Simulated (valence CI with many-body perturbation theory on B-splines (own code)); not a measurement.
Results of a calculation; reference values are marked as such.
# Pt⁶⁴⁺: magnetic and hyperfine properties of the levels

Level of theory: valence CI with perturbative core correlation (CI+MBPT): four valence electrons over a frozen Dirac-Fock core [Ne], radial functions for each j: 11 s, 11 p, 9 d, 7 f, 5 g, 2 h, 1 i, with the one-electron correlation potential Σ1, the two-electron term Σ2, the three-electron term Σ3, Breit, model QED; selected CI, second order for the rest (own B-spline code, finite nucleus).

No measured spectrum was set against this ion. As an estimate, large intervals hold to a few tenths of a per cent, small ones and those within an open d or f shell to about a per cent.

A/g_I is the dipole constant over the nuclear g factor μ/I (μ in nuclear magnetons, uniformly magnetised nucleus), B/Q the quadrupole constant per barn. Both hold the static response of the core; the bare values leave it out. Large factors of s and p1/2 electrons are usually good to 5 to 10 %; those of open d and f shells near neutrality can be off by tens of per cent, and small factors of p3/2, d and f electrons come from cancelling terms and can be off by a factor of two or in sign, in half-filled shells by more. B is blank for J = 1/2, where it vanishes, and for nearly pure S terms. Energies count from the lowest level. Levels with J = 0 are left out.

Levels are named by their leading jj configuration (3d3/2^4 stands for four electrons in 3d with j = 3/2), which in mixed levels can hold well under half, so a name can repeat and another be missing. Letters in brackets count levels of one name in rising energy.

```tsv
Level	E (Ry)	g	A/g_I (MHz)	A/g_I bare	B/Q (MHz/b)	B/Q bare
(3s^2 3p1/2 3p3/2) J=1	33.108	1.487	-295000	-286000	263000	260000
(3s^2 3p1/2 3p3/2) J=2	33.832	1.158	814000	802000	493000	487000
(3s 3p1/2^2 3p3/2) J=2	46.639	1.513	1990000	1950000	495000	489000
(3s 3p1/2^2 3p3/2) J=1	48.760	1.048	-1320000	-1290000	264000	261000
(3s^2 3p1/2 3d3/2) J=2	50.404	0.751	730000	721000	106000	109000
(3s^2 3p1/2 3d3/2) J=1	53.929	0.882	-653000	-634000	87400	87900
(3s^2 3p1/2 3d5/2) J=2	59.587	1.281	-299000	-289000	78300	80300
(3s^2 3p1/2 3d5/2) J=3	59.695	1.101	460000	455000	84100	86800
(3s 3p1/2^2 3d3/2) J=1	64.274	0.447	-1660000	-1620000	44800	46000
(3s 3p1/2^2 3d3/2) J=2	64.855	1.119	1900000	1870000	86300	88600
(3s^2 3p3/2^2) J=2	67.510	1.311	267000	266000	32400	31900
(3s 3p1/2^2 3d5/2) J=3	73.071	1.339	1260000	1240000	82600	85300
(3s 3p1/2^2 3d5/2) J=2	74.169	1.027	-1130000	-1100000	63600	66100
(3s 3p1/2 3p3/2^2) J=2 [a]	78.998	1.528	1270000	1250000	93900	92600
(3s 3p1/2 3p3/2^2) J=3	80.482	1.310	1740000	1710000	22800	22600
(3s 3p1/2 3p3/2^2) J=2 [b]	82.494	1.083	197000	198000	-23600	-23200
(3s 3p1/2 3p3/2^2) J=1 [a]	82.548	1.267	1390000	1360000	-359000	-355000
(3s 3p1/2 3p3/2^2) J=1 [b]	83.453	1.335	1270000	1250000	283000	279000
(3s^2 3p3/2 3d3/2) J=3	86.433	1.076	248000	248000	578000	574000
(3s^2 3p3/2 3d3/2) J=2	86.864	1.056	22100	27200	-37000	-36500
(3s^2 3p3/2 3d3/2) J=1	86.886	1.115	315000	314000	-258000	-256000
(3s^2 3p3/2 3d5/2) J=4	92.177	1.236	132000	134000	640000	636000
(3s^2 3p3/2 3d5/2) J=2	92.974	1.222	91000	93900	-339000	-334000
(3s^2 3p3/2 3d5/2) J=3	94.699	1.202	149000	150000	-18500	-15800
(3s 3p1/2 3p3/2 3d3/2) J=2 [a]	95.113	1.156	500000	496000	-11900	-11600
(3s^2 3p3/2 3d5/2) J=1	95.523	1.071	-37400	-32100	85800	85900
(3s 3p1/2 3p3/2 3d3/2) J=1 [a]	95.837	1.123	720000	711000	-240000	-238000
(3s 3p1/2 3p3/2 3d3/2) J=3 [a]	96.278	1.124	1130000	1110000	171000	171000
(3p1/2^2 3p3/2^2) J=2	96.749	1.194	658000	651000	-48500	-48500
(3s 3p1/2 3p3/2 3d3/2) J=4	97.636	1.150	1360000	1340000	506000	503000
(3s 3p1/2 3p3/2 3d3/2) J=2 [b]	98.718	0.909	839000	827000	-175000	-172000
(3s 3p1/2 3p3/2 3d3/2) J=3 [b]	99.261	1.247	1160000	1150000	451000	447000
(3s 3p1/2 3p3/2 3d3/2) J=1 [b]	99.610	1.673	2840000	2790000	177000	175000
(3s 3p1/2 3p3/2 3d3/2) J=2 [c]	99.823	1.359	1230000	1220000	165000	162000
```

Q: Take the isotope of mass number 195, with I = 1/2, μ = 0.6073 μN. What is the hyperfine structure of (3s^2 3p1/2 3d5/2) J=3?

A: From the table A = 558000 MHz. Shifts from the centre of gravity in MHz: F = 5/2: -1120000, F = 7/2: 837000.
